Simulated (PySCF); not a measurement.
## Bond curve of SnBr

Set-up: PySCF, scalar-relativistic core potentials, basis sets Sn cc-pVTZ-PP with ECP28, Br cc-pVTZ-PP with ECP10. Energies in eV from Sn + Br in their ground configurations at the same level. State: ²Π (doublet), unpaired electrons π ↑.

All columns are PBE0. A positive dipole means Sn(−)Br(+).

```json
{"R (Å)": "2.173", "E (eV)": "-2.488", "μ (D)": "-0.29", "Mulliken charge on Sn (basis-dependent)": "0.05", "HOMO (eV)": "-4.42", "LUMO (eV)": "-2.66", "Mayer bond order": "1.38", "⟨S²⟩": "0.75"}
{"R (Å)": "2.274", "E (eV)": "-3.073", "μ (D)": "-0.91", "Mulliken charge on Sn (basis-dependent)": "0.14", "HOMO (eV)": "-4.58", "LUMO (eV)": "-2.81", "Mayer bond order": "1.30", "⟨S²⟩": "0.75"}
{"R (Å)": "2.375", "E (eV)": "-3.385", "μ (D)": "-1.54", "Mulliken charge on Sn (basis-dependent)": "0.21", "HOMO (eV)": "-4.74", "LUMO (eV)": "-2.97", "Mayer bond order": "1.22", "⟨S²⟩": "0.75"}
{"R (Å)": "2.451", "E (eV)": "-3.491", "μ (D)": "-2.02", "Mulliken charge on Sn (basis-dependent)": "0.26", "HOMO (eV)": "-4.86", "LUMO (eV)": "-3.08", "Mayer bond order": "1.17", "⟨S²⟩": "0.75"}
{"R (Å)": "2.527", "E (eV)": "-3.518", "μ (D)": "-2.48", "Mulliken charge on Sn (basis-dependent)": "0.30", "HOMO (eV)": "-4.98", "LUMO (eV)": "-3.19", "Mayer bond order": "1.12", "⟨S²⟩": "0.75"}
{"R (Å)": "2.603", "E (eV)": "-3.486", "μ (D)": "-2.95", "Mulliken charge on Sn (basis-dependent)": "0.33", "HOMO (eV)": "-5.09", "LUMO (eV)": "-3.29", "Mayer bond order": "1.08", "⟨S²⟩": "0.75"}
{"R (Å)": "2.704", "E (eV)": "-3.379", "μ (D)": "-3.55", "Mulliken charge on Sn (basis-dependent)": "0.37", "HOMO (eV)": "-5.24", "LUMO (eV)": "-3.43", "Mayer bond order": "1.03", "⟨S²⟩": "0.75"}
{"R (Å)": "2.830", "E (eV)": "-3.176", "μ (D)": "-4.29", "Mulliken charge on Sn (basis-dependent)": "0.41", "HOMO (eV)": "-5.42", "LUMO (eV)": "-3.60", "Mayer bond order": "0.98", "⟨S²⟩": "0.75"}
{"R (Å)": "2.982", "E (eV)": "-2.877", "μ (D)": "-5.13", "Mulliken charge on Sn (basis-dependent)": "0.44", "HOMO (eV)": "-5.62", "LUMO (eV)": "-3.79", "Mayer bond order": "0.93", "⟨S²⟩": "0.76"}
{"R (Å)": "3.184", "E (eV)": "-2.449", "μ (D)": "-6.18", "Mulliken charge on Sn (basis-dependent)": "0.47", "HOMO (eV)": "-5.86", "LUMO (eV)": "-4.02", "Mayer bond order": "0.88", "⟨S²⟩": "0.76"}
```

A fit through these points gives, at Re = 2.520 Å, μ = -2.44 D and dμ/dR = -6.15 D/Å; the reduced mass is 47.59 u.

Problem. How strong is the fundamental in the double-harmonic approximation, I = 42.26·(dμ/dR)²/μred km/mol?

Solution. I = 42.26·(-6.15)²/47.59 = 33.6 km/mol at PBE0.

Spin–orbit coupling is left out, which matters for elements this heavy, above all for dissociation energies. The state was picked by a PBE0 search and need not be the measured ground state.
